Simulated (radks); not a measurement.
Species: Yb9+. Configuration: [Kr] 4d10 4f12 5s2 5p1.

Method: Dirac Kohn-Sham, exchange-only PBE, spin-unpolarised, spherical densities, finite nucleus; open shells fill j = l - 1/2 first; Fermi nuclear charge, rms radius 5.3108 fm; computed with a radial shooting solver on a logarithmic mesh with Libxc functionals.

Energy parts (hartree):
| part | energy |
|---|---|
| total | -14046.3047 |
| kinetic | 15606.6623 |
| electron-nucleus | -34541.7134 |
| Hartree | 5174.2819 |
| exchange | -285.5355 |

Orbitals (lengths in bohr, moments of r in powers of bohr):
| orbital | occ. | eigenvalue (hartree) | <1/r> |
|---|---|---|---|
| 1s1/2 | 2 | -2252.997 | 80.61 |
| 2s1/2 | 2 | -386.1852 | 19.47 |
| 2p1/2 | 2 | -368.6761 | 19.44 |
| 2p3/2 | 4 | -330.1902 | 16.69 |
| 3s1/2 | 2 | -91.36493 | 7.135 |
| 3p1/2 | 2 | -83.62521 | 7.052 |
| 3p3/2 | 4 | -75.45540 | 6.346 |
| 3d3/2 | 4 | -62.26419 | 6.235 |
| 3d5/2 | 6 | -60.47850 | 6.064 |
| 4s1/2 | 2 | -22.42594 | 2.990 |
| 4p1/2 | 2 | -19.28867 | 2.882 |
| 4p3/2 | 4 | -17.42970 | 2.638 |
| 4d3/2 | 4 | -12.25744 | 2.422 |
| 4d5/2 | 6 | -11.91607 | 2.363 |
| 4f5/2 | 6 | -5.54503 | 1.915 |
| 4f7/2 | 6 | -5.48764 | 1.892 |
| 5s1/2 | 2 | -6.98868 | 1.227 |
| 5p1/2 | 1 | -5.99574 | 1.134 |
| 5p3/2 | 0 | -5.65551 | 1.062 |
| 5d3/2 | 0 | -4.17634 | 0.8907 |
| 5d5/2 | 0 | -4.12438 | 0.8773 |
| 6s1/2 | 0 | -3.40244 | 0.6424 |

The highest occupied level is 4f7/2 at -149.33 eV. The configuration is held as typed, so some empty levels lie below it. Summed over all electrons, <r^2> = 17.49 bohr^2, which gives a Langevin (diamagnetic) susceptibility term of -13.9 x 10^-6 cm^3/mol. The electron density at the nucleus is 1.027e+06 e/bohr^3.
